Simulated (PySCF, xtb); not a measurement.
C2H10ClNSi2, SMILES N[C@H]([SiH3])[Si@@H](Cl)C.

GFN2-xTB (xtb) at its own geometry gives an orbital gap of 4.40 eV and a dipole moment of 1.96 D.

Coordinates come from a PBE0-D3(BJ)/def2-SVP optimisation. The structure was generated by enumeration; whether it is a known compound was not checked. The values are those of a single conformer.

### Question
What does PBE/def2-TZVP in PySCF give? (An estimate is asked for; the answer gives what the named calculation found.)

### Answer
gap 5.08 eV (levels -5.43 and -0.35 eV), dipole 2.00 D.
